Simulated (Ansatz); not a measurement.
The same path of a periodic cell of 17 atoms, LiSi₁₆ (host Si, host structure diamond, interstitial Li), cell charge +1 was run twice with different band settings. Lost on the way: Si1–Li17, Si5–Li17, Si6–Li17, Si7–Li17. Made: Si2–Li17, Si3–Li17, Si4–Li17, Si8–Li17.

Level of theory: Ansatz 0.2.0, DFT PBE-D3(BJ), scalar-relativistic, plane waves, PAW. Settings: PAW set soft_1, cutoff 420 eV, k mesh 2x2x2, gaussian smearing 0.02 eV, no spin polarisation.

Relaxed end points:

```xyz
17
Lattice="0.0000 5.4300 5.4300 5.4300 0.0000 5.4300 5.4300 5.4300 0.0000" Properties=species:S:1:pos:R:3
Si 0.002 0.001 0.024
Si 1.369 1.368 1.352
Si 2.717 2.716 0.003
Si 4.066 4.065 1.352
Si 2.696 0.002 2.718
Si 4.050 1.384 4.101
Si 5.432 2.738 2.718
Si 6.799 4.065 4.084
Si 0.003 2.695 2.718
Si 1.385 4.049 4.101
Si 2.739 5.431 2.718
Si 4.066 6.798 4.084
Si 2.718 2.717 5.434
Si 4.051 4.049 6.766
Si 5.433 5.432 5.412
Si 6.815 6.814 6.766
Li 5.433 5.432 8.149
```

```xyz
17
Lattice="0.0000 5.4300 5.4300 5.4300 0.0000 5.4300 5.4300 5.4300 0.0000" Properties=species:S:1:pos:R:3
Si -0.009 0.010 -0.004
Si 1.357 1.337 1.362
Si 2.739 2.692 -0.020
Si 4.094 4.074 1.362
Si 2.724 0.010 2.728
Si 4.072 1.358 4.077
Si 5.421 2.707 2.728
Si 6.787 4.074 4.056
Si -0.025 2.691 2.745
Si 1.357 4.074 4.098
Si 2.740 5.456 2.745
Si 4.072 6.789 4.078
Si 2.724 2.707 5.426
Si 4.051 4.073 6.792
Si 5.405 5.456 5.410
Si 6.788 6.810 6.792
Li 6.787 4.074 6.793
```

Common settings: climbing image yes; spring 5.0 eV/Å²; force threshold 0.05 eV/Å; end points relaxed.

| run | movable images | optimiser | start path | iteration limit | largest step |
| --- | --- | --- | --- | --- | --- |
| 1 | 5 | quadratic models (default) | straight line | 46 | default |
| 2 | 3 | fire | default | 50 | 0.5 Å |

Problem. What does each run give, and how far can it be trusted?

Solution. Run 1: converged after 4 iterations, highest image 0.584 eV above the first end. By the program's own check the climbing image is of a kind that is not told: the force calls were inconclusive, a negative curvature could not be distinguished from the path's own, the only one lies far off the path, or fixed occupations may fill a level only in part (lowest curvatures found: -2.18 and 0.86 eV/Å²).
Run 2: converged after 21 iterations, highest image 0.584 eV above the first end. The order of the stationary point at the top wasn't checked.
Limits of this set-up: charged cell in a uniform background, uncorrected.
